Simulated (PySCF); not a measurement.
B(H)(NCO)(OMe) (C2H4BNO2), SMILES COBN=C=O. Atoms are numbered in the order given.

```xyz
10

B     -0.5576     0.5577     0.0000
H     -1.7324     0.8457     0.0000
N     -0.1546    -0.8082     0.0000
C      0.0140    -1.9929     0.0000
O      0.1984    -3.1504     0.0000
O      0.3953     1.5064     0.0000
C      0.1066     2.8904     0.0000
H      0.5545     3.3539    -0.8930
H      0.5545     3.3539     0.8930
H     -0.9792     3.0827     0.0000
```

The structure is a stationary point at B3LYP-D3(BJ)/def2-SVP. This is a generated structure with no PubChem entry under its InChIKey; it may be hypothetical. One conformer was computed; it need not be the lowest.

All values below come from PBE/def2-TZVP (PySCF).

Gas-phase values at a fixed geometry.

| Property | Value |
|---|---|
| total energy | -308.51640 hartree |
| point group | Cs |
| highest occupied level | -7.08 eV |
| lowest empty level | -1.69 eV |
| orbital gap | 5.40 eV |
| dipole moment | 3.19 D |
| quadrupole, principal values (traceless, Buckingham form, about the centre of nuclear charge) | -1.82, -0.01, 1.83 D·Å |
| mean static polarisability | 55.5 bohr³ (8.23 Å³) |
| polarisability, principal values | 34.9, 40.9, 90.8 bohr³ |
